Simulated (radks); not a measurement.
Question: Radial electron density D(r) = 4 pi r^2 rho(r) of an atom or ion with 11 electrons. Calculated with a radial shooting solver on a logarithmic mesh with Libxc functionals: non-relativistic Kohn-Sham, LB94 model potential, spin-polarised, spherical densities, point nucleus.

```
   r/bohr * D(r) (the largest magnitude, 70.2, reaches the edge; | marks zero)
 0.001124 |*
 0.001247 |*
 0.001395 |*
  0.00156 | *
 0.001731 | *
 0.001936 |  *
 0.002165 |  *
 0.002403 |   *
 0.002688 |    *
 0.003006 |     *
 0.003336 |      *
 0.003731 |       *
  0.00414 |         *
  0.00463 |           *
 0.005179 |             *
 0.005747 |               *
 0.006428 |                  *
  0.00719 |                     *
 0.007978 |                        *
 0.008923 |                           *
 0.009981 |                               *
  0.01107 |                                  *
  0.01239 |                                      *
  0.01385 |                                         *
  0.01537 |                                           *
   0.0172 |                                              *
  0.01923 |                                               *
  0.02134 |                                               *
  0.02387 |                                               *
   0.0267 |                                              *
  0.02963 |                                            *
  0.03314 |                                          *
  0.03677 |                                        *
  0.04113 |                                       *
    0.046 |                                      *
  0.05104 |                                       *
  0.05709 |                                          *
  0.06386 |                                             *
  0.07085 |                                                 *
  0.07925 |                                                    *
  0.08864 |                                                      *
  0.09836 |                                                      *
     0.11 |                                                  *
   0.1231 |                                            *
   0.1365 |                                     *
   0.1527 |                            *
   0.1708 |                    *
   0.1895 |             *
    0.212 |         *
   0.2371 |      *
   0.2631 |    *
   0.2943 |   *
   0.3266 |  *
   0.3653 |  *
   0.4086 | *
   0.4533 |*
   0.5071 *
   0.5672 *
   0.6293 *
   0.7039 *
   0.7873 *
   0.8736 *
```

What is the nuclear charge?

Answer: Z = 50. The innermost maximum, from 1s, lies near 1/Z = 0.02 bohr (found: 0.0215), and its height grows with Z. The density is that of the tin ion Sn39+ in [Ne] 3s1; the configuration itself is not fixed sharply by these data, and Z only to a few units. D(r) has 2 maxima, at r = 0.0215, 0.0915 bohr, and minima at 0.0449 bohr, inside which lie 2.11 electrons.
